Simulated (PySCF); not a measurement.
Species: CH6GeS.
Atom-mapped SMILES: `[CH3:1][GeH2:2][SH:3]` (hydrogens: H4, H5, H6 on C1; H7, H8 on Ge2; H9 on S3)

Method: PBE0-D3(BJ)/def2-SVP geometry optimisation, gas phase (PySCF 2.14.0).

Question: List the bond lengths, angles and torsions at this level.

Answer: 
```
               bond  length (Å)
             C1–Ge2       1.949
             Ge2–S3       2.234
C1–H4, C1–H5, C1–H6       1.100
     Ge2–H7, Ge2–H8       1.540
              S3–H9       1.351
```

Bonds in one row agree within 0.01 Å and their mean is given. A selection of angles:
```
    angle  degrees
Ge2–C1–H4    110.4
 H4–C1–H5    108.7
C1–Ge2–S3    110.6
C1–Ge2–H7    111.1
S3–Ge2–H7    109.6
S3–Ge2–H8    103.8
H7–Ge2–H8    110.2
Ge2–S3–H9     94.6
```

Dihedral angles: H9–S3–Ge2–C1 -64° (synclinal). The mirror-image conformer, all signs reversed, is as good.

S3 (sulfur bonded to Ge and H) is bent (angle 94.6°). Ge2 (germanium bonded to C, S and 2 H) is distorted tetrahedral (angles from 103.8° to 111.4°).

No PBE0-D3(BJ)/def2-SVP frequencies stand behind this structure, so it isn't proved a minimum. The numbers are those of one conformer (C1–Ge2–S3–H -64°).
